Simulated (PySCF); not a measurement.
## Two-component Hartree-Fock for In²⁸⁺ (indium, charge +28)

Start: [Ar] 3d3; 3d3/2 filled at m_j = -1/2, +1/2, +3/2. Calculated with PySCF 2.14 in an even-tempered Gaussian basis (16 s from 4.3 bohr⁻², ratio 2.8; 12 p from 5.6 bohr⁻², ratio 2.8; 8 d from 5.6 bohr⁻², ratio 2.8; 3 f from 18 bohr⁻², ratio 3): generalised Hartree-Fock with the X2C-1e Hamiltonian and a Gaussian nucleus; one run each with spin-orbit coupling (SO) switched off, then screened by Boettger's factors.

| spinor shell | electrons | ε, spin-free (eV) | ε, screened SO (eV) | weight of nominal j (screened SO) | rms radius, screened SO (bohr) |
| --- | --- | --- | --- | --- | --- |
| 1s1/2 | 2 | -29342.9 | -29339.8 | 1.000 | 0.0340 |
| 2s1/2 | 2 | -5527.4 | -5526.0 | 1.000 | 0.138 |
| 2p1/2 | 2 | -5086.4 | -5238.8 | 0.999 | 0.120 |
| 2p3/2 | 4 | -5086.4 | -5015.1 | 1.000 | 0.124 |
| 3s1/2 | 2 | -1906.6 | -1906.2 | 1.000 | 0.347 |
| 3p1/2 | 2 | -1755.1 | -1796.7 | 0.970 | 0.337 |
| 3p3/2 | 4 | -1755.1 | -1735.4 | 0.985 | 0.347 |
| 3d3/2 | 3 | -1578.2 | -1580.1 | 0.884 | 0.307 |

```tsv
quantity	spin-free	screened SO
E (hartree)	-5362.82285	-5364.48840
M_J	3/2	3/2
⟨J²⟩	6.751	4.644
⟨L²⟩	12.001	10.435
⟨S²⟩	3.750	2.997
```

The determinant has a definite M_J but mixes levels of different J.

Each row is a mean over spinors that exchange with the open shell spreads, by up to 14.701 eV (3s1/2).

Rows whose weight is well below 1 are mixtures of j = l ± 1/2: exchange outweighs spin-orbit coupling there, and the label is only the starting occupation.

Breit and QED terms are absent; they matter most for the inner s and p1/2 levels.

Densities and radii are taken from the X2C orbitals without a picture-change correction, which distorts them close to the nucleus.

Without spin-orbit coupling the j labels of p, d and f shells carry no meaning; the spin-free column gives the mean over the occupied spinors of each nl shell, and its ⟨J²⟩ belongs to a mixture of degenerate components.
